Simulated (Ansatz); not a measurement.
Stretching the Bi1–H2 bond in BiBrH2 (SMILES [Br][BiH2]) (multiplicity 1 held, fragments rigid). Energies count from the point at 1.801 Å.
Geometry at that point (charge 0, multiplicity 1):
```xyz
4

Bi    -0.43377    -0.48630     0.40451
H     -1.89863    -0.15661    -0.59035
H     -0.03489    -1.88035    -0.66402
Br     1.08391     1.21142    -0.92343
```

U- levels take the lowest unrestricted solution at each point, which mixes spins at long bonds. Active spaces are followed from a long bond inwards. Curves can end on different states.

Cores are frozen in the correlated methods. Filled d and f shells under p-block atoms count as core.

Run with Ansatz (a quantum-chemistry and plane-wave program). Values without a source in brackets are computed. In def2 rows elements past Kr take small-core potentials, without spin–orbit coupling.

Energies in eV.

| R (Å) | U-r2SCAN/def2-TZVPP | U-MP2/def2-TZVPP | FIC-NEVPT4(SD) on CASSCF(2,2)/def2-TZVPP | FIC-MRCISD+Q on CASSCF(2,2)/def2-TZVPP |
|---|---|---|---|---|
| 1.441 | 1.27 | 1.28 | 1.34 | 1.33 |
| 1.621 | 0.23 | 0.22 | 0.26 | 0.25 |
| 1.801 | 0.00 | 0.00 | 0.00 | 0.00 |
| 1.981 | 0.16 | 0.19 | 0.15 | 0.15 |
| 2.161 | 0.51 | 0.57 | 0.48 | 0.49 |
| 2.432 | 1.14 | 1.55 | 1.07 | 1.08 |
| 2.702 | 1.72 | 2.03 | 1.60 | 1.62 |
| 3.152 | 2.23 | 2.33 | 2.20 | 2.22 |
| 3.602 | 2.46 | 2.42 | 2.47 | 2.49 |
| 4.143 | 2.57 | 2.46 | 2.57 | 2.59 |
| 4.863 | 2.60 | 2.46 | 2.61 | 2.62 |
| 5.764 | 2.61 | 2.47 | 2.61 | 2.63 |

Doubts at one or more of the structures used: a spin-contaminated determinant (U-r2SCAN/def2-TZVPP, U-MP2/def2-TZVPP).
